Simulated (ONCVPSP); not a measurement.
cerium (Ce), ONCV: configuration errors across variants

ONCVPSP 4.0.1 input, shortened (lines: element, Z, core and valence counts, functional; n l f; lmax; l rc ep ncon nbas qcut; lloc lpopt rc5 dvloc0; l nproj debl; icmod fcfact rcfact), PBEsol, scalar-relativistic:

```
  Ce 58.00    8    6  -116133      upf
    1    0    2.00
    2    0    2.00
    2    1    6.00
    3    0    2.00
    3    1    6.00
    3    2   10.00
    4    0    2.00
    4    1    6.00
    4    2   10.00
    4    3    1.00
    5    0    2.00
    5    1    6.00
    5    2    1.00
    6    0    1.00
    3
    0    2.50    0.00    4    9    5.20
    1    2.65    0.00    3    7    6.10
    2    1.00    0.00    4    8   18.80
    3    0.95    0.00    5   10   16.30
    3    5    0.95    0.00
    0    2    0.50
    1    3    2.60
    2    3    3.20
    3    0    3.80
    3    5.25    1.25
```

All-electron excitation energies from the reference (eV): (1) 4d10 4f1 5s2 5p6 5d1 6s2 -6.103; (2) 4d10 4f1 5s2 5p6 5d1 6s0 11.038; (3) 4d10 4f1 5s2 5p6 5d0 6s0 30.175.

5 further variants failed, have other tests or too few solved ones, and are left out.

A true bound ghost makes a file unfit for plane-wave use even where its test errors are small: the radial tests pick states by their node count and pass the ghost by.

Errors AE − PS in meV (a dash: test not solved or not reliable):

```
    change   (1)   (2)   (3)  bound ghosts  GHOST(+) flags above zero
      base  +1.0  -2.3  -1.8          s, p                       none
d: rc 0.96  +1.0  -2.3  -1.8          s, p                       none
d: rc 1.04  +1.0  -2.3  -1.8          s, p                       none
d: rc 1.14  +1.0  -2.3  -1.8          s, p                       none
d: rc 1.36  +1.0  -2.3  -2.6          s, p                       none
```

Question: Give the same row for: d: rc 1.22.

Answer: +1.0, -2.3, -2.2; bound ghosts: s, p; GHOST(+) flags above zero: none.
